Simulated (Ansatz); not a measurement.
Diatomic ScN, multiplicity 3 (not the ground state: that is measured with 2S+1 = 1). No spin–orbit coupling. Sc is treated without relativity.

The constants come from a fifth-degree fit in 1/R (seven points, main isotopes). Runs in def2 and cc sets follow the lowest solution found near the PBE0 minimum.

Programs: Ansatz (a quantum-chemistry and plane-wave program) with Gaussian orbitals. Values without a source in brackets are computed.

```json
[
 {"level": "PBE/def2-TZVPP", "r_e (Å)": "1.710", "ω_e (cm⁻¹)": "907", "α_e (cm⁻¹)": "0.0028", "B_e (cm⁻¹)": "0.540", "dipole (D)": "3.04"},
 {"level": "PBE0/def2-TZVPP", "r_e (Å)": "1.693", "ω_e (cm⁻¹)": "955", "α_e (cm⁻¹)": "0.0024", "B_e (cm⁻¹)": "0.551", "dipole (D)": "3.15"},
 {"level": "wB97X-V/def2-TZVPP", "r_e (Å)": "1.693", "ω_e (cm⁻¹)": "966", "α_e (cm⁻¹)": "0.0023", "B_e (cm⁻¹)": "0.551", "dipole (D)": "3.16"}
]
```
